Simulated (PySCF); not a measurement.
## Radial density of Ta- (tantalum, charge -1)

BLYP, [Xe] 4f14 5d4 6s2, high-spin 5D determinant. All numbers are calculated (PySCF 2.14, a scalar-relativistic core potential, in aug-cc-pVDZ-PP with ECP60MDF). This is the valence pseudo-density: the core potential removes the inner electrons and smooths the orbitals near the nucleus.

```json
{"r (bohr)": "0.139", "4πr²ρ (e/bohr)": "2.594e-05", "4πr²(ρα − ρβ)": "0.0000"}
{"r (bohr)": "0.234", "4πr²ρ (e/bohr)": "0.0001539", "4πr²(ρα − ρβ)": "0.0000"}
{"r (bohr)": "0.394", "4πr²ρ (e/bohr)": "0.02881", "4πr²(ρα − ρβ)": "0.0016"}
{"r (bohr)": "0.663", "4πr²ρ (e/bohr)": "2.580", "4πr²(ρα − ρβ)": "0.0937"}
{"r (bohr)": "1.12", "4πr²ρ (e/bohr)": "9.891", "4πr²(ρα − ρβ)": "1.1124"}
{"r (bohr)": "1.88", "4πr²ρ (e/bohr)": "3.957", "4πr²(ρα − ρβ)": "1.6939"}
{"r (bohr)": "3.16", "4πr²ρ (e/bohr)": "1.366", "4πr²(ρα − ρβ)": "0.7455"}
{"r (bohr)": "5.31", "4πr²ρ (e/bohr)": "0.3563", "4πr²(ρα − ρβ)": "0.1314"}
{"r (bohr)": "8.93", "4πr²ρ (e/bohr)": "0.05094", "4πr²(ρα − ρβ)": "0.0132"}
{"r (bohr)": "15.0", "4πr²ρ (e/bohr)": "0.001060", "4πr²(ρα − ρβ)": "0.0001"}
```

Energies and moments cover only the electrons outside the core potential. Spin-orbit coupling, absent here, splits the open shell strongly. At BLYP the highest occupied level has a positive energy, so only the finite basis holds that electron; in a semilocal or global hybrid functional this comes from self-interaction and does not mean that the real anion is unbound.
